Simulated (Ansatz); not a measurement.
Calculated with Ansatz (gas phase, PBE0-D4/def2-TZVP geometries, no zero-point term in ΔE). CCSD(T)/CBS is the MP2 limit (def2-TZVPP, def2-QZVPP) plus CCSD(T) − MP2 in def2-TZVPP, frozen cores. This one scheme is used for every species. Functionals use def2-TZVPP. HSE06 is defined as in plane-wave codes. def2 core potentials past Kr. For Te outer-core shells are correlated without core-valence functions, which leaves a few kJ/mol of doubt a bond.

Consider the hydrogenolysis of a C–Te bond: `FC(Cl)[TeH]` + H₂ → `FCCl` + H₂Te.

`FC(Cl)[TeH]`:

Z-matrix (Å, degrees):
```
C
Cl 1 1.761
Te 1 2.170 2 113.9
F 1 1.356 2 109.7 3 -119.5
H 1 1.088 2 107.3 3 122.3
H 3 1.656 1 91.5 2 57.0
```

H₂:

Z-matrix (Å, degrees):
```
H
H 1 0.746
```

`FCCl`:

Z-matrix (Å, degrees):
```
C
F 1 1.355
Cl 1 1.766 2 110.5
H 1 1.089 2 109.3 3 -118.4
H 1 1.089 2 109.3 3 118.4
```

H₂Te:

```xyz
3

Te   -0.391   -0.215    0.637
H    -0.503   -0.572   -0.976
H     0.893    0.787    0.339
```

```
       level  ΔE (kJ/mol)  difference from CCSD(T)/CBS
   revPBE-D4        -58.9                         10.9
   r2SCAN-D4        -70.5                         -0.7
      B97M-V        -80.1                        -10.3
  r2SCANh-D4        -74.3                         -4.5
CAM-B3LYP-D4        -81.9                        -12.1
      revPBE        -74.1                         -4.3
      r2SCAN        -72.0                         -2.2
       HSE06        -82.1                        -12.3
   CAM-B3LYP        -88.5                        -18.7
     LC-ωPBE        -87.7                        -17.9
 CCSD(T)/CBS        -69.8                            0
```

Largest T1 diagnostic among the species: 0.011.

From BLYP to BHLYP (50 % exact exchange), in def2-TZVPP and without D4, ΔE moves by −18.9 kJ/mol. Leaving LDA and LC-ωPBE aside and taking each functional with its dispersion term where it has one, the values, not all of them listed here, spread over 25.2 kJ/mol, from BHLYP-D4 to revPBE-D4.
